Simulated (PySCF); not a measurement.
**Name the molecule from its bond curve**

A diatomic of charge 0 contains Sb. Its triplet curve at PBEsol in a double-zeta basis (spin-free X2C with a Gaussian nucleus, PySCF), in eV from the separated fragments:

```tsv
R (Å)	E (eV)
2.252	-1.330
2.357	-1.534
2.462	-1.648
2.540	-1.689
2.619	-1.701
2.698	-1.690
2.802	-1.648
2.933	-1.566
3.090	-1.439
3.300	-1.247
```

The fit gives ωe = 390 cm⁻¹ and the rotational constant Bₑ = 0.3710 cm⁻¹.

Which atom is the partner?

The minimum lies at 2.618 Å, so the reduced mass is 16.8576 u Å² cm⁻¹/(Bₑ·Re²) = 6.630 u. With Sb at 120.90 u the partner weighs about 7.0 u: Li. The molecule is LiSb.

Spin–orbit coupling is left out. The state was picked by a PBE0 search and need not be the measured ground state.
